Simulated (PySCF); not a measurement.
# C2H6Cl2O2Si

C2H6Cl2O2Si is a molecule drawn to mimic a surface site (built as: Si site whose three back bonds go to Cl, OCH3, OCH3; end group Cl), neutral, singlet. The structure, one conformer, was relaxed in the gas phase by PBE0-D3(BJ)/def2-SVP. No frequency run checks that it is a minimum.

SMILES: CO[Si](Cl)(Cl)OC

```csv
atom,x (Å),y (Å),z (Å)
Si1,-1.104,-0.004,0.167
Cl2,-2.785,0.229,1.297
O3,-1.013,1.255,-0.858
C4,-0.002,1.451,-1.820
O5,0.235,-0.047,1.102
C6,0.542,-1.006,2.084
Cl7,-1.241,-1.777,-0.866
H8,0.991,1.526,-1.347
H9,0.016,0.627,-2.554
H10,-0.212,2.389,-2.351
H11,0.580,-2.022,1.655
H12,-0.201,-0.995,2.899
H13,1.528,-0.765,2.506
```

Shieldings: GIAO PBE0/pcSseg-1. Shifts are against computed references at the same level: C TMS (σ 184.4 ppm), H TMS (σ 31.27 ppm), Si TMS (σ 352.0 ppm). Core levels by delta-SCF with SCAN, pcX-2 on the ionised atom and pcseg-1 elsewhere, spin-free X2C (2p3/2 is the spin-free 2p value less a third of a first-order spin-orbit splitting); from the vacuum level, for chosen atoms.

(1) Give the shieldings and core levels atom by atom.

(2) By CAM-B3LYP/def2-SVPD (TDDFT singlets, Tamm-Dancoff triplets, ionisation by delta-SCF), where does absorption start, and what does vertical ionisation take?

## Answers

(1) 
```tsv
atoms	bonded to	σ (ppm)	δ (ppm)	core level (eV)
Si1	2 Cl + 2 O	389.5	-37.5	2p3/2 109.18
Cl2	1 Si	873.6	-	2p3/2 206.33
O3	1 C + 1 Si	279.6	-	1s 538.76
C4	1 O + 3 H	131.6	52.8	-
O5	1 C + 1 Si	272.0	-	1s 538.77
C6	1 O + 3 H	132.4	52.0	-
Cl7	1 Si	884.8	-	2p3/2 206.25
H8 H9 H10	1 C	27.57	3.70	-
H11 H12 H13	1 C	27.64	3.63	-
```

Values are those of this one static structure, with the three H of a rotating XH3 group averaged; atoms that internal rotation interchanges would show their mean in an NMR spectrum.

(2) The lowest singlet lies at 7.93 eV (f 0.004), the strongest of the first 6 at 8.35 eV (f 0.034), the lowest triplet at 7.58 eV; vertical ionisation takes 11.04 eV.
